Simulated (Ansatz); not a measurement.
`C[N](C)[Hf]([F])([SH])[Cl]` and `C[N](C)[Hf]([F])([Cl])[Cl]` differ in one atom or group.

Ansatz, PBE0-D4/def2-TZVP geometries, multiplicity 1. Each molecule was computed in one conformer, which needn't be the lowest.

Elements past krypton have def2 core potentials.

```csv
property,`C[N](C)[Hf]([F])([SH])[Cl]`
HOMO–LUMO gap (PBE/def2-TZVPP) / eV,4.11
LUMO energy (ωB97M-V/def2-TZVPP) / eV,0.83
HOMO energy (ωB97M-V/def2-TZVPP) / eV,-9.56
HOMO–LUMO gap (B3LYP/def2-TZVPP) / eV,5.78
size of the dipole moment (PBE/def2-TZVPP) / D,3.77
HOMO–LUMO gap (PBE0/def2-TZVPP) / eV,6.20
```

Q: What does the change do to each property? (Estimate.)

A: The calculation gave: 
```tsv
property	`C[N](C)[Hf]([F])([Cl])[Cl]`	shift
HOMO–LUMO gap (PBE/def2-TZVPP) / eV	4.05	-0.06
LUMO energy (ωB97M-V/def2-TZVPP) / eV	0.99	0.16
HOMO energy (ωB97M-V/def2-TZVPP) / eV	-9.47	0.09
HOMO–LUMO gap (B3LYP/def2-TZVPP) / eV	5.77	-0.01
size of the dipole moment (PBE/def2-TZVPP) / D	3.20	-0.57
HOMO–LUMO gap (PBE0/def2-TZVPP) / eV	6.20	0.00
```

The zero-point energy changes by -19.7 kJ/mol with -3 modes. Dipoles are sizes alone; their direction can turn.

B3LYP here is the variant with VWN-RPA as its local correlation; programs differ in this.
